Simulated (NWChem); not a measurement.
System: C4H6O; SMILES C=C1COC1

NWChem input:

```
start job
memory heap 200 mb stack 900 mb global 1100 mb
geometry units angstroms noautoz
  C      0.000000     0.000000    -1.927104
  C      0.000000     0.000000    -0.600953
  C      0.000000     1.042039     0.498104
  O      0.000000     0.000000     1.505382
  C      0.000000    -1.042039     0.498104
  H      0.000000    -0.925886    -2.496805
  H      0.000000     0.925886    -2.496805
  H     -0.894346     1.678324     0.560809
  H      0.894346     1.678324     0.560809
  H      0.894346    -1.678324     0.560809
  H     -0.894346    -1.678324     0.560809
end
basis spherical
  * library def2-svp
end
dft
  xc m06-2x
  iterations 150
  mulliken
end
task dft energy
```

NWChem printed, in part:

```
             Northwest Computational Chemistry Package (NWChem) 7.3.0
             --------------------------------------------------------

 C2V symmetry detected

                             Geometry "geometry" -> ""
                             -------------------------

 Output coordinates in angstroms (scale by  1.889725989 to convert to a.u.)

  No.       Tag          Charge          X              Y              Z
 ---- ---------------- ---------- -------------- -------------- --------------
    1 C                    6.0000     0.00000000     0.00000000    -1.92977737
    2 C                    6.0000     0.00000000     0.00000000    -0.60362637
    3 C                    6.0000     0.00000000     1.04203900     0.49543063
    4 O                    8.0000     0.00000000     0.00000000     1.50270863
    5 C                    6.0000     0.00000000    -1.04203900     0.49543063
    6 H                    1.0000     0.00000000    -0.92588600    -2.49947837
    7 H                    1.0000     0.00000000     0.92588600    -2.49947837
    8 H                    1.0000    -0.89434600     1.67832400     0.55813563
    9 H                    1.0000     0.89434600     1.67832400     0.55813563
   10 H                    1.0000     0.89434600    -1.67832400     0.55813563
   11 H                    1.0000    -0.89434600    -1.67832400     0.55813563

 Effective nuclear repulsion energy (a.u.)     168.7591637082

      Symmetry information
      --------------------

 Group name             C2v
 Group number             16
 Group order               4
 No. of unique centers     6

                                 NWChem DFT Module
                                 -----------------

 Summary of "ao basis" -> "ao basis" (spherical)
 ------------------------------------------------------------------------------
       Tag                 Description            Shells   Functions and Types
 ---------------- ------------------------------  ------  ---------------------
 C                          def2-svp                 6       14   3s2p1d
 O                          def2-svp                 6       14   3s2p1d
 H                          def2-svp                 3        5   2s1p

      Symmetry analysis of basis
      --------------------------

        a1         40
        a2         13
        b1         19
        b2         28

            General Information
            -------------------
          SCF calculation type: DFT
          Wavefunction type:  closed shell.
          No. of atoms     :    11
          No. of electrons :    38
           Alpha electrons :    19
            Beta electrons :    19
          Charge           :     0
          Spin multiplicity:     1
          Use of symmetry is: on ; symmetry adaption is: on
          Maximum number of iterations: 150
          AO basis - number of functions:   100
                     number of shells:    48
          Convergence on energy requested:  1.00D-06
          Convergence on density requested:  1.00D-05
          Convergence on gradient requested:  5.00D-04

              XC Information
              --------------
                       M06-2X Method XC Functional
                     Hartree-Fock (Exact) Exchange  0.540
                        M06-2X Exchange Functional  1.000
                      M06-2X Correlation Potential  1.000

             Grid Information
             ----------------
          Grid used for XC integration:  medium
          Radial quadrature: Mura-Knowles
          Angular quadrature: Lebedev.
          Tag              B.-S. Rad. Rad. Pts. Rad. Cut. Ang. Pts.
          ---              ---------- --------- --------- ---------
          C                   0.70       49          10.0       434
          O                   0.60       49          11.0       434
          H                   0.35       45          11.0       434
          Grid pruning is: on
          Number of quadrature shells:   286
          Spatial weights used:  Erf1

      Superposition of Atomic Density Guess
      -------------------------------------

 Sum of atomic energies:        -228.18607004

      Non-variational initial energy
      ------------------------------

 Total energy =    -231.256230
 1-e energy   =    -642.170989
 2-e energy   =     242.155596
 HOMO         =      -0.285401
 LUMO         =       0.008154

      Symmetry analysis of molecular orbitals - initial
      -------------------------------------------------

  Numbering of irreducible representations:

     1 a1          2 a2          3 b1          4 b2

  Orbital symmetries:

     1 a1          2 a1          3 a1          4 a1          5 b2
     6 a1          7 a1          8 b2          9 a1         10 a1
    11 b1         12 a1         13 b2         14 b2         15 a2
    16 a1         17 b1         18 b2         19 b1         20 b1
    21 a1         22 a1         23 b2         24 a1         25 b2
    26 a2         27 b2         28 b1         29 b2

     ---------------------------------------------
      Total Density - Mulliken Population Analysis
     ---------------------------------------------

    Atom       Charge   Shell Charges
 -----------   ------   -------------------------------------------------------
    1 C    6     6.23   1.99  0.96  0.26  2.05  0.95  0.03
    2 C    6     6.24   1.99  0.99  0.28  1.90  1.03  0.04
    3 C    6     5.67   1.99  0.94  0.15  1.78  0.75  0.05
    4 O    8     8.70   1.99  1.11  0.72  2.96  1.90  0.01
    5 C    6     5.67   1.99  0.94  0.15  1.78  0.75  0.05
    6 H    1     0.90   0.67  0.21  0.03
    7 H    1     0.90   0.67  0.21  0.03
    8 H    1     0.92   0.69  0.21  0.02
    9 H    1     0.92   0.69  0.21  0.02
   10 H    1     0.92   0.69  0.21  0.02
   11 H    1     0.92   0.69  0.21  0.02

   convergence    iter        energy       DeltaE   RMS-Dens  Diis-err
 ---------------- ----- ----------------- --------- --------- ---------
 d= 0,ls=0.0,diis     1   -230.8348167793 -4.00D+02  1.04D-02  4.92D-01
 d= 0,ls=0.0,diis     2   -230.8531583952 -1.83D-02  4.91D-03  4.91D-01
 d= 0,ls=0.0,diis     3   -230.9004625319 -4.73D-02  9.47D-04  1.56D-02
 d= 0,ls=0.0,diis     4   -230.9019722812 -1.51D-03  3.08D-04  1.66D-03
 d= 0,ls=0.0,diis     5   -230.9021591033 -1.87D-04  8.40D-05  7.56D-05
  Resetting Diis
 d= 0,ls=0.0,diis     6   -230.9021674185 -8.32D-06  2.95D-05  1.48D-05
 d= 0,ls=0.0,diis     7   -230.9021691103 -1.69D-06  1.27D-05  4.68D-07
 d= 0,ls=0.0,diis     8   -230.9021690982  1.21D-08  5.98D-06  6.78D-07

         Total DFT energy =     -230.902169098229
      One electron energy =     -646.192924522813
           Coulomb energy =      278.884351747507
    Exchange-Corr. energy =      -32.352760031099
 Nuclear repulsion energy =      168.759163708175

 Numeric. integr. density =       37.999995873267

                  Occupations of the irreducible representations
                  ----------------------------------------------

                     irrep           alpha         beta
                     --------     --------     --------
                     a1               10.0         10.0
                     a2                1.0          1.0
                     b1                3.0          3.0
                     b2                5.0          5.0

                       DFT Final Molecular Orbital Analysis
                       ------------------------------------

 Vector   17  Occ=2.000000D+00  E=-3.868165D-01  Symmetry=b2
              MO Center= -2.9D-15,  3.9D-15, -3.4D-01, r^2= 3.0D+00
   Bfn.  Coefficient  Atom+Function         Bfn.  Coefficient  Atom+Function
  ----- ------------  ---------------      ----- ------------  ---------------
    19      0.348474   2 C  py               33     -0.264496   3 C  py
    61     -0.264496   5 C  py                5     -0.182768   1 C  py
    71      0.177935   6 H  s                76     -0.177935   7 H  s
    34     -0.175176   3 C  pz               62      0.175176   5 C  pz
    36     -0.160321   3 C  py               64     -0.160321   5 C  py

 Vector   18  Occ=2.000000D+00  E=-3.529195D-01  Symmetry=b1
              MO Center= -1.7D-16,  1.1D-16,  1.7D-01, r^2= 2.9D+00
   Bfn.  Coefficient  Atom+Function         Bfn.  Coefficient  Atom+Function
  ----- ------------  ---------------      ----- ------------  ---------------
    46      0.467848   4 O  px               49      0.354555   4 O  px
    18     -0.289331   2 C  px                4     -0.268891   1 C  px
    21     -0.235342   2 C  px                7     -0.166831   1 C  px
    81      0.065292   8 H  s                86     -0.065292   9 H  s
    91     -0.065292  10 H  s                96      0.065292  11 H  s

 Vector   19  Occ=2.000000D+00  E=-3.061070D-01  Symmetry=b1
              MO Center= -1.8D-15, -1.4D-15, -1.5D-01, r^2= 3.5D+00
   Bfn.  Coefficient  Atom+Function         Bfn.  Coefficient  Atom+Function
  ----- ------------  ---------------      ----- ------------  ---------------
    46      0.345772   4 O  px                4      0.318204   1 C  px
    49      0.270820   4 O  px               18      0.259189   2 C  px
     7      0.238081   1 C  px               81      0.176473   8 H  s
    86     -0.176473   9 H  s                91     -0.176473  10 H  s
    96      0.176473  11 H  s                21      0.158332   2 C  px

 Vector   20  Occ=0.000000D+00  E= 3.764533D-02  Symmetry=b1
              MO Center= -1.4D-15,  7.1D-16, -9.7D-01, r^2= 3.2D+00
   Bfn.  Coefficient  Atom+Function         Bfn.  Coefficient  Atom+Function
  ----- ------------  ---------------      ----- ------------  ---------------
     7      0.616587   1 C  px               21     -0.580719   2 C  px
    18     -0.414678   2 C  px                4      0.366494   1 C  px
    82     -0.336359   8 H  s                87      0.336359   9 H  s
    92      0.336359  10 H  s                97     -0.336359  11 H  s
    35     -0.165591   3 C  px               63     -0.165591   5 C  px

 Vector   21  Occ=0.000000D+00  E= 1.089724D-01  Symmetry=a1
              MO Center=  1.5D-16, -1.3D-15, -6.2D-01, r^2= 5.7D+00
   Bfn.  Coefficient  Atom+Function         Bfn.  Coefficient  Atom+Function
  ----- ------------  ---------------      ----- ------------  ---------------
    17      1.216443   2 C  s                72     -0.904493   6 H  s
    77     -0.904493   7 H  s                 3      0.860174   1 C  s
    45     -0.784410   4 O  s                 9     -0.655901   1 C  pz
    37      0.651122   3 C  pz               65      0.651122   5 C  pz
    51      0.287357   4 O  pz               31     -0.195858   3 C  s

 Vector   22  Occ=0.000000D+00  E= 1.140489D-01  Symmetry=a1
              MO Center=  1.5D-15, -1.8D-13,  3.2D-01, r^2= 7.7D+00
   Bfn.  Coefficient  Atom+Function         Bfn.  Coefficient  Atom+Function
  ----- ------------  ---------------      ----- ------------  ---------------
    31      1.470806   3 C  s                59      1.470806   5 C  s
    82     -1.016453   8 H  s                87     -1.016453   9 H  s
    92     -1.016453  10 H  s                97     -1.016453  11 H  s
     3      0.608274   1 C  s                36      0.522498   3 C  py
    64     -0.522498   5 C  py               17     -0.435130   2 C  s

     ---------------------------------------------
      Total Density - Mulliken Population Analysis
     ---------------------------------------------

    Atom       Charge   Shell Charges
 -----------   ------   -------------------------------------------------------
    1 C    6     6.05   1.99  0.88  0.25  2.07  0.84  0.02
    2 C    6     6.29   1.99  0.92  0.31  2.05  0.98  0.04
    3 C    6     5.76   1.99  0.91  0.11  2.04  0.66  0.06
    4 O    8     8.45   1.99  1.08  0.75  2.83  1.78  0.02
    5 C    6     5.76   1.99  0.91  0.11  2.04  0.66  0.06
    6 H    1     0.96   0.74  0.19  0.02
    7 H    1     0.96   0.74  0.19  0.02
    8 H    1     0.95   0.75  0.17  0.02
    9 H    1     0.95   0.75  0.17  0.02
   10 H    1     0.95   0.75  0.17  0.02
   11 H    1     0.95   0.75  0.17  0.02

     -------------------------------------------
      Total Density - Lowdin Population Analysis
     -------------------------------------------

    Atom       Charge   Shell Charges
 -----------   ------   -------------------------------------------------------
    1 C    6     6.08   1.97  0.59  0.32  1.87  1.26  0.07
    2 C    6     6.06   1.97  0.62  0.29  1.90  1.16  0.11
    3 C    6     5.90   1.96  0.59  0.30  1.84  1.07  0.13
    4 O    8     8.24   1.97  0.93  0.62  2.71  1.97  0.03
    5 C    6     5.90   1.96  0.59  0.30  1.84  1.07  0.13
    6 H    1     0.97   0.63  0.27  0.07
    7 H    1     0.97   0.63  0.27  0.07
    8 H    1     0.98   0.65  0.26  0.07
    9 H    1     0.98   0.65  0.26  0.07
   10 H    1     0.98   0.65  0.26  0.07
   11 H    1     0.98   0.65  0.26  0.07

     Multipole analysis of the density
     ---------------------------------

     L   x y z        total         alpha         beta         nuclear
     -   - - -        -----         -----         ----         -------
     0   0 0 0     -0.000000    -19.000000    -19.000000     38.000000

     1   1 0 0     -0.000000     -0.000000     -0.000000      0.000000
     1   0 1 0     -0.000000     -0.000000     -0.000000      0.000000
     1   0 0 1     -0.686257     -0.343129     -0.343129      0.000000

     2   2 0 0    -22.962818    -17.194075    -17.194075     11.425331
     2   1 1 0     -0.000000     -0.000000     -0.000000      0.000000
     2   1 0 1     -0.000000     -0.000000     -0.000000      0.000000
     2   0 2 0    -19.467856    -56.178760    -56.178760     92.889664
     2   0 1 1      0.000000      0.000000      0.000000      0.000000
     2   0 0 2    -25.012155   -118.355571   -118.355571    211.698987
```

Level: M06-2X/def2-SVP. Structure relaxed at the B3LYP/6-31G* (spherical d) level.
